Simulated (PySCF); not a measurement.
# Cl²⁺: ionisation energy

Cl²⁺ [Ne] 3s2 3p3 (4S) → Cl³⁺ [Ne] 3s2 3p2 (3P), as a difference of total energies. Computed with PySCF 2.14 in aug-cc-pVDZ-DK, with scalar relativity by spin-free X2C-1e. Correlated levels: valence: [Ne] frozen. The calculations carry no spin-orbit coupling.

```
           method  ionisation energy (eV)
              UHF                  38.970
              LDA                  39.685
              PBE                  39.606
             PBE0                  39.679
           r2SCAN                  39.833
             MN15                  39.761
              M06                  39.595
            M06-L                  39.741
           B2PLYP                  39.443
    MP2 (valence)                  39.409
SCS-MP2 (valence)                  39.252
```

Problem. How much does correlation contribute at MP2 (valence)?

Solution. 39.409 − (38.970) = 0.439 eV, measured against UHF.

A first-order spin-orbit estimate (lowest level to lowest level, LS coupling) adds -0.099 eV.

Errors of the correlated levels include the incompleteness of this basis and the frozen core.

For comparison: 39.8 ± 0.11 eV (semi-empirical (NIST evaluation); NIST Atomic Spectra Database, ionization energies).
